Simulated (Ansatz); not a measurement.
Compare A (`C[SiH](F)CF`) with its isomer B (`CC[SiH](F)F`).

Calculated with Ansatz (gas phase, PBE0-D4/def2-TZVP geometries, no zero-point term in ΔE). CBS: MP2 limit from def2 TZ/QZ plus the TZ coupled-cluster correction, frozen cores. DFT in def2-TZVPP. B3LYP here is the variant with VWN-RPA as its local correlation; programs differ in this. Each species was taken in one conformer, which may not be the lowest.

Which is lower in electronic energy at CCSD(T)/CBS, and by how much? (Best estimate.)

Ansatz gave: B, by 52.2 kcal/mol.

Give E(B) − E(A) in kcal/mol with r2SCAN-D4, B3LYP, HF/def2-TZVPP, PBE-D4, MP2/def2-TZVPP, ωB97M-V, B3LYP-D4. (Best estimate.)

Ansatz gave: r2SCAN-D4 -50.2, B3LYP -49.1, HF/def2-TZVPP -52.0, PBE-D4 -47.4, MP2/def2-TZVPP -54.1, ωB97M-V -50.1, B3LYP-D4 -49.4. None reverses the order clearly.

Largest T1 diagnostic: 0.011.

From PBE to PBE0 (25 % exact exchange), in def2-TZVPP and without D4, E(B) − E(A) moves by −1.9 kcal/mol.
